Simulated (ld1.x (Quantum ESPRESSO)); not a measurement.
Results of a calculation; reference values are marked as such.
**Potentials for silicon compared**

Generated with ld1.x 7.5 (TM, RRKJ, ultrasoft, PAW), atompaw 4.2 or ONCVPSP 4.0.1. The cutoff is in Ry: for ld1.x and atompaw files where the sum of valence levels is converged to 10 mRy in a Bessel basis, for ONCV files where the hardest occupied wave has 1 mHa per electron of residual kinetic energy. The error is the largest all-electron minus pseudo excitation energy over each file’s own four to seven test configurations (ionisations up to +4, promotions, holes and added fractions of an electron), all of which were solved. The labels leave out finer settings (local radius, basis sizes, second energies), which also bear on the numbers. Spin-polarised tests are not counted. The rows are a selection from randomly drawn settings: files with unsolved tests, undetermined cutoffs or missed reference levels are left out.

| potential | cutoff (Ry) | largest error (meV) | bound ghosts |
| --- | --- | --- | --- |
| TM, BLYP, scalar-relativistic, rc 1.65/2.15 (sp), local smoothed, core correction yes, reference 3s1 3p3 | 12 | +184 | none |
| TM, PBE, non-relativistic, rc 1.45/1.95 (sp), local s, core correction no, reference 3s2 3p2 | 30 | +83 | none |
| ultrasoft, PBE, scalar-relativistic, rc 2.00/2.60/2.40 (spd), local smoothed, core correction no, reference 3s2 3p1 | 8 | +113 | none |
| TM, PBEsol, scalar-relativistic, rc 1.35/2.10 (sp), local s, core correction yes, reference 3s2 3p2 | 35 | +60 | none |

Fill in the row for Si: RRKJ, PW91, scalar-relativistic, rc 1.50/1.65/1.45 (spd), local s, core correction yes, reference 3s2 3p1.5.

cutoff 15 Ry, largest error +59 meV, bound ghosts: none.

Fill in the row for Si: TM, LDA (PZ), scalar-relativistic, rc 1.75/1.50/1.90 (spd), local s, core correction yes, reference 3s1.5 3p2.5.

cutoff 35 Ry, largest error +13 meV, bound ghosts: none.

Fill in the row for Si: TM, Wu–Cohen, scalar-relativistic, rc 1.65/1.70 (sp), local s, core correction no, reference 3s1 3p3.

cutoff 12 Ry, largest error +57 meV, bound ghosts: none.
